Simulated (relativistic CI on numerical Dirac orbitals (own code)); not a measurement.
**Hyperfine structure of W¹⁸⁺, mass number 183**

Computed by Dirac-Coulomb-Breit CI, KLI orbitals optimised for each configuration, model QED, unscaled Slater integrals (own radial code, finite nucleus).

CI space (outside the closed core [Ar] 3d10): 4s²4p⁶4d¹⁰4f¹⁰, 4s²4p⁶4d¹⁰4f⁹5s, 4s²4p⁶4d¹⁰4f⁸5s², 4s²4p⁶4d⁹4f¹¹, 4s²4p⁶4d⁸4f¹², 4s²4p⁶4d¹⁰4f⁹6s, 4s²4p⁵4d¹⁰4f¹¹, 4s4p⁶4d¹⁰4f¹¹, 4s²4p⁴4d¹⁰4f¹², 4p⁶4d¹⁰4f¹², 4s4p⁶4d⁹4f¹², 4s4p⁵4d¹⁰4f¹². Levels of other configurations are missing.

Nuclear spin I = 1/2, μ = 0.11739 μN (tables of Stone and Pyykkö). The electronic factors are computed for point nuclear moments, without core polarisation or the Bohr-Weisskopf and QED corrections.

```json
{"Level": "4s²4p⁶4d¹⁰4f¹⁰ ⁵I8", "E (cm⁻¹)": "0.0", "A (MHz)": "393.5"}
{"Level": "4s²4p⁶4d¹⁰4f¹⁰ ⁵I7", "E (cm⁻¹)": "14949.4", "A (MHz)": "431.4"}
{"Level": "4s²4p⁶4d¹⁰4f¹⁰ ⁵I6", "E (cm⁻¹)": "23445.0", "A (MHz)": "462.6"}
{"Level": "4s²4p⁶4d¹⁰4f¹⁰ ⁵I4", "E (cm⁻¹)": "34360.2", "A (MHz)": "665"}
{"Level": "4s²4p⁶4d¹⁰4f¹⁰ ⁵F4", "E (cm⁻¹)": "40455.9", "A (MHz)": "361.8"}
{"Level": "4s²4p⁶4d¹⁰4f¹⁰ ³K8", "E (cm⁻¹)": "41403.8", "A (MHz)": "450.1"}
{"Level": "4s²4p⁶4d¹⁰4f¹⁰ ⁵G6", "E (cm⁻¹)": "45955.6", "A (MHz)": "399.8"}
{"Level": "4s²4p⁶4d¹⁰4f¹⁰ ⁵F3", "E (cm⁻¹)": "46196.5", "A (MHz)": "366.3"}
```

Levels with J = 0, under 50 % of one LS term, or S terms without an open s electron are left out. Small factors come from cancelling terms and can be off by tens of per cent or more.

At this charge transitions that keep the count of f electrons are usually good to a few per cent. Terms inside the open d or f shell come out 10 to 20 % too wide with unscaled integrals. Levels that differ in their count of f electrons can be misplaced by several ten thousand cm⁻¹, since the correlation energy of f electrons is missing or only estimated; rates across such gaps can be off by orders of magnitude.

Task: Give the hyperfine levels of 4s²4p⁶4d¹⁰4f¹⁰ ⁵I8 relative to its centre of gravity.

Result: With K = F(F + 1) − I(I + 1) − J(J + 1), E = AK/2: F = 15/2: -1771, F = 17/2: 1574 MHz.

LS names give the leading component of a level, which can be under half, so a name can repeat, a term be missing and a line seem to break the LS rules.
